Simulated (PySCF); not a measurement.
```xyz
4
charge 0 multiplicity 2, angstrom
Re    0.0000    0.0000    0.0376
O     0.0000    0.0000    1.6856
F     1.5951    0.0000   -0.8903
F    -1.5951    0.0000   -0.8903
```

Method: UPBE0/[Re def2-SVP with ECP60, O def2-SVP, F def2-SVP], scalar-relativistic core potentials, density fitting, no spin–orbit coupling, PySCF.

This geometry of ReOF₂ is a stationary point at this level.

What is the point group?

C2v.

Is it a minimum?

Yes: all harmonic wavenumbers are real.

Which band is strongest in the infrared?

717 cm⁻¹ (b2), 124 km/mol.

Give the ideal-gas entropy at 298.15 K and 1 bar by parts.

translation 177.3, rotation 101.2, vibration 30.3, spin 5.8; total 314.5 J/(mol K).

This need not be the most stable arrangement of these atoms. With open d or f shells other occupations or spin states may lie lower. No spin–orbit coupling is included, which matters more the heavier the element.
